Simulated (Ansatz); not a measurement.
Ansatz results at the PBE0-D4/def2-TZVP geometry: size of the dipole moment (B3LYP/def2-TZVPP) 2.03 D; HOMO–LUMO gap (ωB97M-V/def2-TZVPP) 11.01 eV; HOMO–LUMO gap (PBE/def2-TZVPP) 4.71 eV.

Each molecule was computed in one conformer, which needn't be the lowest.

(1) Which molecule gave them?
A. `SC1CO[SiH2]1`
B. `O[SiH]1CCO1`
C. `C=C(O)[SiH2]O`
D. `C[SiH2]C(=O)O`

Answers

(1) C. The others give `C[SiH2]C(=O)O`: 0.97, 11.77, 4.60; `SC1CO[SiH2]1`: 0.67, 10.33, 4.32; `O[SiH]1CCO1`: 2.24, 12.54, 6.42.

B3LYP here is the variant with VWN-RPA as its local correlation; programs differ in this.
